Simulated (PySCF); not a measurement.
Q: What does the PBE0-D3(BJ)/def2-SVP structure of `CSC1=C[C@H]2C=C[C@@H]1C=C2` look like in three dimensions?

A: 
```xyz
20
C9H10S angstrom
C      3.2829    0.7774    0.8040
S      2.0669   -0.3991    1.4114
C      0.6987   -0.0349    0.4015
C      0.5437    0.8692   -0.5737
C     -0.8588    0.8219   -1.1925
C     -1.0584   -0.6172   -1.6738
C     -0.8959   -1.5152   -0.7045
C     -0.5624   -0.8795    0.6455
C     -1.6768    0.1249    0.9398
C     -1.8376    1.0196   -0.0327
H      3.4966    0.6052   -0.2613
H      4.2001    0.6181    1.3867
H      2.9358    1.8111    0.9503
H      1.2919    1.5780   -0.9251
H     -0.9878    1.5615   -1.9914
H     -1.3002   -0.8430   -2.7136
H     -0.9805   -2.5971   -0.8151
H     -0.4205   -1.6153    1.4468
H     -2.2533    0.0757    1.8644
H     -2.5715    1.8271   -0.0366
```

Orientation and origin are arbitrary. Atoms count from 1 in this order. The 6-membered ring C3–C4–C5–C6–C7–C8 has internal angles of 105.5° to 113.1°; it is puckered, 0.33 Å rms from its mean plane, widest ring torsion 57°. The C–C distances run from 1.331 Å (C6=C7, drawn double) to 1.537 Å (C3–C8, drawn single), a spread of 0.206 Å. The 6-membered ring C3–C4–C5–C10–C9–C8 has internal angles of 105.5° to 113.1°; it is puckered, 0.33 Å rms from its mean plane, widest ring torsion 56°. The 2 C–S bonds span 1.739 Å (S2–C3, drawn single) to 1.798 Å (C1–S2, drawn single), a spread of 0.059 Å.

Bonds between heavy atoms (Å): C1–S2 1.798, S2–C3 1.739, C3=C4 1.339, C4–C5 1.534, C5–C6 1.531, C6=C7 1.331, C7–C8 1.529, C8–C9 1.529, C9=C10 1.331, C3–C8 1.537, C5–C10 1.530.

Method: PBE0-D3(BJ)/def2-SVP geometry optimisation, gas phase (PySCF 2.14.0).

Point group: Cs (tolerance 0.08 Å). PBE0-D3(BJ)/def2-SVP frequencies: not computed here. The numbers are those of one conformer (C1–S2–C3–C4 0°).

On one thread, Arm Neoverse V2 (aarch64), no GPU, on a shared host, this took 72 s and 0.90 GiB of memory at its peak. That covers the optimisation of the geometry.
